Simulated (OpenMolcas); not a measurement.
**V4+: moving the ligands**

V4+ with 6 ligands (chloride) in octahedral coordination (Oh) at 2.34 Å. A charge of +0.333 e stands 3.2 Å behind each ligand. Ligand basis ANO-RCC-VDZP.
```
V     0.0000    0.0000    0.0000
Cl    2.3400    0.0000    0.0000
Cl    0.0000    2.3400    0.0000
Cl   -2.3400    0.0000    0.0000
Cl    0.0000   -2.3400    0.0000
Cl    0.0000    0.0000    2.3400
Cl    0.0000    0.0000   -2.3400
```

```json
{"Program": "OpenMolcas", "Method": "SS-CASPT2, IPEA 0.25 Eh, imaginary shift 0.1 Eh (closed shells correlated: 3s 3p and the ligand valence shells)", "Basis": "ANO-RCC-VTZP [6s5p3d2f1g]", "Scalar Hamiltonian": "DKH2, point nucleus", "Active space": "1 electron in 5 orbitals (3d)", "State averaging": "2S+1 = 2 even, 5 roots", "Spin-orbit coupling": "state interaction with AMFI integrals over the reference wave functions"}
```

Runs around this geometry, states (labels of O, the rotations of Oh). Energies in cm-1 above the lowest state or level, χT in cm3 K/mol; under a threefold ground state the first gap can be a small split of the lowest multiplet, not the spin-orbit step; 10Dq is the gap between the two states.

```
R (Å)  Ground state  First state of that spin   10Dq  First gap with spin-orbit (degeneracies)  χT at 300 K
 2.18           2T2                  2E 25510  25506                                320 (4, 2)        0.372
 2.34           2T2                  2E 21040  21040                                320 (4, 2)        0.374
 2.43           2T2                  2E 19480  19480                                320 (4, 2)        0.375
```

Taking |10Dq| as R^-n, n = -ln(19480 / 25506) / ln(2.43 / 2.18) = 2.5 between the shortest and longest distance. The point-charge formula for a cubic d site gives n = 5.

Over all roots computed the reference weight is 0.64 in R = 2.18, 0.63 to 0.64 in R = 2.34, 0.63 in R = 2.43; a low but even weight reflects the number of correlated electrons. An orbital triplet at a regular site is open to Jahn-Teller coupling, which can distort the site and quench the lowest spin-orbit gaps and is left out. Ligand-to-metal charge-transfer states are missing. With one d shell and no ligand orbital active, 10Dq can be off by a tenth or more. The least metal-like active orbital is 74 % on the metal (Löwdin) and no ligand orbital is active, so the numbers are rough (holds for R = 2.18). The least metal-like active orbital is 76 % on the metal (Löwdin) and no ligand orbital is active, so the numbers are rough (holds for R = 2.34; R = 2.43). No measured value stands beside these numbers; the geometry was imposed, not optimised, and the real ion may take another.
